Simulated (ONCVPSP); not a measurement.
Before and after: ONCV potential for aluminium

Al, optimised norm-conserving Vanderbilt (ONCV), made with ONCVPSP 4.0.1 (PBEsol, scalar-relativistic). Core [Ne], reference 3s2 3p1. Waves: 3s: rc 2.30 bohr, ncon 3, nbas 7, qcut 2.7 1/bohr, 2 projectors, debl 2.3 Ha; 3p: rc 2.35 bohr, ncon 4, nbas 9, qcut 4.2 1/bohr, 2 projectors, debl 1.8 Ha. Local part: polynomial inside 1.85 bohr (lpopt 3, dvloc0 -1 Ha). Core correction: Teter function, fcfact 3.75, rcfact 1.6.

All-electron outer shells of the reference configuration (PBEsol, scalar-relativistic, ld1.x):

```tsv
shell	level (eV)	outermost node (bohr)	outermost maximum (bohr)
2s	-107.85	0.16	0.50
2p	-69.54	–	0.43
3s	-7.71	0.80	2.09
3p	-2.69	0.82	2.64
```

Change: p: rc 3.46.

Cutoffs: the cutoffs (Ha) at which the residual kinetic energy of the hardest occupied pseudo-wave falls to 1 and 0.1 mHa per electron; they do not see the model core or the augmentation charge, which bear on the density cutoff. Errors are all-electron minus pseudo energies relative to the spin-unpolarised reference configuration.

**Question.** What does the change do?

**Answer.** The potential gets neither clearly harder nor softer (4.1 Ha and 24 Ha → 4.1 Ha and 24 Ha); of the 4 tests that both files solve, the error grows in 0 and shrinks in 1 by more than 15 % and 0.3 meV (median size 15.5 → 13.6 meV); neither file shows a bound ghost.

```csv
quantity,base,changed
"cutoff, loose",4.1 Ha,4.1 Ha
"cutoff, tight",24 Ha,24 Ha
loose cutoff by channel,"s 4.1 Ha, p 2.1 Ha","s 4.1 Ha, p 2.1 Ha"
bound ghosts,none,none
GHOST(+) flags under 300 eV,s at 99.7 eV,s at 99.7 eV
"error for 3s2 3p0, meV [ΔE 5.74 eV]",+2.4,+0.9
"error for 3s1 3p0, meV [ΔE 24.91 eV]",-81,-88
"error for 3s2 3p0.5, meV [ΔE 2.07 eV]",+0.6,+0.4
"error for 3s1 3p1, meV [ΔE 11.53 eV]",-29,-26
s: phases at 2.33 bohr within 0.05 rad from the reference energy up to (Ha; the scan ends near 5),2.5,2.5
"rms error of d²Exc/dni dnj with the model core, mHa",2.61,2.64
```

Base: The cutoffs count occupied waves only; projector 2 of the s channel, the hardest unoccupied one, needs 31 Ha at the loose tolerance. Changed file: The cutoffs count occupied waves only; projector 2 of the s channel, the hardest unoccupied one, needs 31 Ha at the loose tolerance.
